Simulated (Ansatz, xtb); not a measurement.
# Two isomers of C2H8OSSi

Structure a: `C[Si@@H](O)CS`, a singlet. Structure b: `C[Si@@H](S)CO`, a singlet. Both are isolated molecules in the gas phase, relaxed with r2SCAN-D4/def2-SVP, each in the lowest conformer that the search found.

Question: Estimate which is lower in electronic energy at CCSD(T)/def2-SVP + ΔMP2/def2-TZVPP, and by roughly how much.

Answer: The CCSD(T)/def2-SVP + ΔMP2/def2-TZVPP calculation puts structure a lower, by 23.2 kcal/mol.

The same difference at several levels:

```
                             level            geometry  E(b) − E(a) (kcal/mol)  departure from the last row (kcal/mol)  job, with rough time for the two
                          GFN2-xTB            GFN2-xTB                     +19.7                                    −3.5              optimisation, 0.28 s
                         HF/STO-3G            GFN2-xTB                      +1.6                                   −21.6              single point, 0.54 s
      r2SCAN-D4/def2-SVP//GFN2-xTB            GFN2-xTB                     +16.9                                    −6.3               single point, 4.6 s
                r2SCAN-D4/def2-SVP  r2SCAN-D4/def2-SVP                     +17.6                                    −5.7                optimisation, 50 s
                       HF/def2-SVP  r2SCAN-D4/def2-SVP                     +19.4                                    −3.9           part of the CCSD(T) run
                      MP2/def2-SVP  r2SCAN-D4/def2-SVP                     +20.3                                    −2.9           part of the CCSD(T) run
                  CCSD(T)/def2-SVP  r2SCAN-D4/def2-SVP                     +19.0                                    −4.3                      single point
CCSD(T)/def2-SVP + ΔMP2/def2-TZVPP  r2SCAN-D4/def2-SVP                     +23.2                                                        single point, 34 s
```

As drawn, b has 1 S–Si, 1 C–O in place of 1 O–Si, 1 C–S.

The levels shown agree on the order. The largest departure from CCSD(T)/def2-SVP + ΔMP2/def2-TZVPP is that of HF/STO-3G, 21.6 kcal/mol. The last row adds to CCSD(T) the change of the MP2 difference between the two basis sets, here +4.3 kcal/mol, a large step that makes the value less sure.

With thermal terms from frequencies at re-optimised GFN2-xTB minima (ideal gas, soft modes damped towards free rotors, one conformer each, 298.15 K, 1 atm): the zero-point term adds +0.4 kcal/mol; ΔH is +23.7 and ΔG +23.6 kcal/mol.

The correlated steps freeze 13 core orbitals. Run with Ansatz 0.2.0, xtb 6.7.1; the last row on 2 threads of Intel(R) Xeon(R) Platinum 8375C CPU @ 2.90GHz (Ice Lake) on a shared host.
